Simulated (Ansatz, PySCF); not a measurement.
Pulling on the O4–H5 bond in AlFH2O (SMILES [OH][AlH][F]) (multiplicity 1 held, fragments rigid). Energies count from the point at 0.958 Å.
Geometry at that point (charge 0, multiplicity 1):
```xyz
5

Al    -0.22438    -0.36994     0.12140
H     -1.02852    -1.64177     0.51864
F      1.24636    -0.07532     0.81826
O     -0.85472     0.70269    -1.01729
H     -0.43410     1.50739    -1.32279
```

Active spaces are followed from a long bond inwards. Curves can end on different states.

Frozen-core correlation. Rows in 3-21G carry no dispersion term and start afresh at each structure.

Run with Ansatz (a first-principles code); PySCF for 3-21G rows. Each number belongs to the level named beside it.

**Question.** Estimate the energy at R = 3.066 Å that R-HF/3-21G returns for this input.

**Answer.** 223.4 kcal/mol

**Question.** What energy at R = 3.066 Å does FIC-NEVPT4(SD) on CASSCF(4,3)/cc-pV(T+d)Z give?

**Answer.** 127.8 kcal/mol

**Question.** Predict the energy at R = 3.066 Å from FIC-MRCISD+Q on CASSCF(4,3)/cc-pV(T+d)Z.

**Answer.** 126.8 kcal/mol

Doubts at one or more of the structures used: a restricted determinant that unrestricted orbitals would lower (R-HF/3-21G); active orbitals that take no part (FIC-NEVPT4(SD) on CASSCF(4,3)/cc-pV(T+d)Z, FIC-MRCISD+Q on CASSCF(4,3)/cc-pV(T+d)Z).
